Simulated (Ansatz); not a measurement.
`O[Si](Cl)(Cl)O[SiH3]` + `CB(O)S` → `CB(S)O[SiH3]` + `O[Si](O)(Cl)Cl`  (ligand exchange at the Si–O bond)

Gas-phase electronic energies from Ansatz, PBE0-D4/def2-TZVP geometries. CCSD(T)/CBS adds triple-zeta CCSD(T) − MP2 to the extrapolated MP2 energy (def2 sets, frozen cores). Functionals use def2-TZVPP. Each species was taken in one conformer, which may not be the lowest.

```csv
level,ΔE (kJ/mol)
B2PLYP,20.8
HF/def2-TZVPP,24.7
MP2/def2-TZVPP,21.3
SCS-MP2/def2-QZVPP,22.4
```

(1) What does CCSD(T)/CBS give? (Estimate.)

Largest T1 diagnostic among the species: 0.012.

Results:

(1) Ansatz gave: +21.0 kJ/mol. The listed levels differ from it by -0.2, 3.7, 0.3, 1.4 kJ/mol.

In def2-TZVPP, CCSD(T) changes the Hartree–Fock value by −3.4 kJ/mol (the triples alone add −0.9 kJ/mol) and MP2 by −3.4 kJ/mol.
